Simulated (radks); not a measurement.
Task: The mean radii <r> (bohr) of the occupied orbitals of an atom or ion are listed with their occupations. Method: scalar-relativistic Kohn-Sham, r2SCAN, spin-polarised, spherical densities, finite nucleus; meta-GGA in the generalised Kohn-Sham scheme; Fermi nuclear charge, rms radius of each element as measured or else 0.836 A^(1/3) + 0.57 fm; computed with a radial shooting solver on a logarithmic mesh with Libxc functionals.

orbital  occ.     <r>
1s up       1  0.1306
1s down     1  0.1304
2s up       1  0.6673
2s down     1  0.6727
2p up       3  0.6375
2p down     2  0.6458
4d up       1   6.640

Name the element and its charge. Open shells, if any, are filled with parallel spins first.

Result: Z = 12, magnesium, charge +2: Mg2+ in [He] 2s2 2p5 4d1. The 1s radius gives Z: for a bare nucleus <r> = (2 gamma + 1)/(2Z) with gamma = sqrt(1 - (Z/c)^2), 0.1247 bohr for Z = 12, and screening makes it slightly larger (0.1306 here). The occupations add up to 10, and the charge is Z minus that.
